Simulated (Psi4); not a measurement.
C2H8Si2, charge -1, doublet, at the geometry of the source list (a state made from the parent by changing its charge; the spin is typed, not shown lowest) (a gas-phase anion, which may not be bound at this level). Base run: TPSS/STO-3G (Psi4).

Here is a job for Psi4.
```
memory 2 GB

molecule {
-1 2
  C     0.25520000    0.36050000    1.25210000
  Si    1.34730000   -0.24900000   -0.20320000
  C    -0.25960000   -0.38980000   -1.24230000
  Si   -1.34250000    0.28120000    0.19250000
  H     0.50550000    1.34690000    1.63190000
  H     0.25060000   -0.30470000    2.11220000
  H     2.30460000    0.74140000   -0.69870000
  H     2.03750000   -1.52020000    0.03680000
  H    -0.27460000    0.21000000   -2.14790000
  H    -0.50430000   -1.40500000   -1.54560000
  H    -1.95990000    1.58210000   -0.07140000
  H    -2.36000000   -0.65340000    0.68360000
}

set basis sto-3g
set reference uks

energy('tpss')
print_variables()
```

Variants of this job, named by their change:

| change | ΔE vs base (µEh) | SCF cycles | grid points | basis functions |
|---|---|---|---|---|
| base | 0.0 | 8 | 253762 | 36 |
| level_shift = 1.0 | 0.0 | 8 | 253762 | 36 |
| df_basis_scf = cc-pvqz-jkfit | 1723 | 8 | 253762 | 36 |
| df_basis_scf = cc-pvtz-jkfit | 1662 | 8 | 253762 | 36 |
| dft_radial_points = 50 | 1439 | 8 | 171750 | 36 |
| scf_type = disk_df | 0.0 | 8 | 253762 | 36 |
| basis_guess = sto-3g | 0.0 | 1 | 253762 | 36 |
| diis_max_vecs = 15 | 0.0 | 8 | 253762 | 36 |
| e_convergence = 1e-4 | 0.0 | 8 | 253762 | 36 |
| dft_basis_tolerance = 1e-8 | 0.0 | 8 | 251076 | 36 |
| cholesky_tolerance = 1e-3 (with scf_type cd) | 297 | 8 | 253762 | 36 |
| scf_type = out_of_core | 2224 | 8 | 253762 | 36 |
| dft_radial_points = 99 | -34.6 | 8 | 333380 | 36 |

Open shells are given as the SCF converged; they aren't shown to be the lowest states, and a large step between rows can be another state.

A gas-phase anion may not be bound at this level; its values then depend on the basis.
